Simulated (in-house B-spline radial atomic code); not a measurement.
**Ionising Li⁺ with different functionals**

Computed with a B-spline radial code for spherical atoms: scalar-relativistic (spin-free X2C) Hamiltonian, Fermi nucleus of rms radius 2.444 fm, spin-polarised at highest spin, spherical fractional occupations for the functionals, and exact exchange of hybrids averaged over the configuration. The ionisation energy is the difference of two self-consistent energies, 1s2 → 1s1, without Breit or QED terms; ε is the level of the shell that loses the electron (its least bound occupied spin orbital).

```
   method                    rung  ΔSCF (eV)  -ε(1s) (eV)
     PBE0           global hybrid          ?            ?
    B3LYP           global hybrid      75.98        64.06
    TPSSh           global hybrid      75.81        63.00
BHandHLYP           global hybrid      75.79        68.83
  r2SCAN0           global hybrid      75.66        65.58
    B97-1           global hybrid          ?            ?
    HSE06  range-separated hybrid      75.42        64.09
    wB97X  range-separated hybrid      75.79        66.74
CAM-B3LYP  range-separated hybrid      75.72        66.01
  LC-wPBE  range-separated hybrid      75.51        66.31
```

(1) What does B97-1 give?

(2) What does PBE0 give?

(3) Among the functionals, which spreads more, the ΔSCF values or the orbital energies?

(4) How do they compare with the NIST value?

## Answers

(1) ΔSCF 75.77 eV, and -ε(1s) = 64.02 eV.

(2) ΔSCF 75.40 eV, and -ε(1s) = 64.49 eV.

(3) The orbital energies: ΔSCF values span about 0.58 eV and the orbital energies 5.83 eV; here energy differences depend much less on the functional than eigenvalues do.

(4) NIST lists 75.640 eV (tabulated theory, ground level to ground level). Errors run from -0.24 to +0.34 eV; r2SCAN0 is closest (+0.02 eV), but part of that can be cancellation, since the calculations leave out Breit-QED terms.
